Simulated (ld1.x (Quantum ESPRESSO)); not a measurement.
## Building the ultrasoft potential for Tb (PBE, scalar-relativistic).

Tb, ultrasoft, made with ld1.x (Quantum ESPRESSO) 7.5 (PBE, scalar-relativistic). Core [Kr] 4d10, reference 4f9 5s2 5p6 5d0 6s2 6p0. Waves: 5s (bound): rcut 1.70, rcutus 1.85 bohr; 6s (bound): rcut 1.70, rcutus 1.85 bohr; 5p (bound): rcut 2.35, rcutus 2.60 bohr; 6p (bound, empty): rcut 2.35, rcutus 2.60 bohr; 5d (bound, empty): rcut 2.80, rcutus 3.80 bohr; 5d channel at 0.6 Ry: rcut 2.80, rcutus 3.80 bohr; 4f (bound): rcut 1.00, rcutus 1.30 bohr; 4f channel at 4 Ry: rcut 1.00, rcutus 1.30 bohr. Local part: all-electron potential smoothed inside 3.10 bohr (lloc = -2). Core correction: none. Augmentation charge: PSQ, inside the norm-conserving radii.

Problem. Estimate the cutoffs (Ry, on a coarse ladder) from which the occupation-weighted sum of valence levels, in a spherical-Bessel basis at the reference potential, stays within 10 and 1 mRy of its value at 400 Ry.

Solution. 110 Ry and 180 Ry.

Problem. What does a ghost test show?

Solution. No extra level below or beside the all-electron valence levels (s, p, d, f tested).

Problem. Is the overlap operator S = 1 + Σ q|β⟩⟨β| positive definite (Bessel basis up to 400 Ry)?

Solution. Yes: its lowest eigenvalue is 0.08 (p channel).

Problem. Which valence shell sets the plane-wave cutoff?

Solution. 4f: its level needs 120 Ry to come within 1 mRy, against 18 Ry for 6s.

Its largest configuration-test error is -3.9 meV (4f9 5s2 5p6 5d0 6s0 6p0). Test run stopped at test 3 of 7 (negative rho).
